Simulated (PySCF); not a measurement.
## How the method moves the bond dissociation enthalpies of tetrasilane

Structure: `[SiH3][SiH2][SiH2][SiH3]` (H10Si4). Optimised structure (Å), atoms numbered from 1:
```
Si    2.9477   -0.2409    0.1155
Si    0.7042   -0.9133    0.2118
Si   -0.7043    0.9126   -0.2192
Si   -2.9481    0.2411   -0.1211
H     3.1907    0.8303    1.1305
H     3.2430    0.3107   -1.2428
H     3.8738   -1.3836    0.3859
H     0.4447   -1.9860   -0.8009
H     0.3925   -1.4661    1.5685
H    -0.3933    1.4647   -1.5764
H    -0.4439    1.9856    0.7928
H    -3.1926   -0.8296   -1.1362
H    -3.8739    1.3843   -0.3901
H    -3.2422   -0.3109    1.2373
```

All levels share the PBE0-D3(BJ)/def2-SVP structures and the GFN2-xTB thermal terms; only the single-point energies (PySCF) change. Values are bond dissociation enthalpies (298 K, kJ/mol).

```tsv
level	Si2–Si3	Si1–Si2	Si2–H	Si1–H	time
BHandHLYP/def2-TZVP (grid 2, guess 1e, max cycle 100, fallback True)	283	291	356	365	3 min
M06-2X/6-31G	289	292	339	343	60 s
M06-2X/def2-TZVP	291	296	350	357	–
M06-2X/def2-SVPD	298	301	350	357	3.1 min
```

Times are wall times for all single points of a level on 1 thread of Arm Neoverse N1, a shared host; the dash marks the run that also made the structures.

The widest spread is that of Si1–H: 22 kJ/mol, from 343 to 365.

Caveats: the order of Si2–Si3 and Si1–Si2, of Si2–H and Si1–H is undecided: the gaps lie inside the method's error (some 10 kJ/mol, one structure a species).
